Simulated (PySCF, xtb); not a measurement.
Si(F)3(vinyl) (C₂H₃F₃Si), SMILES F[Si](C=C)(F)F.

GFN2-xTB run with xtb at its own geometry gives an orbital gap of 4.88 eV and a dipole moment of 3.26 D.

Geometry optimised at TPSSh-D3(BJ)/def2-SVP. The values are those of a single conformer.

Problem. What does PBE/def2-TZVP run with PySCF give? (The exact figures need the calculation; the answer reports its results.)

Solution. gap 5.40 eV (levels -7.75 and -2.35 eV), dipole 2.71 D.
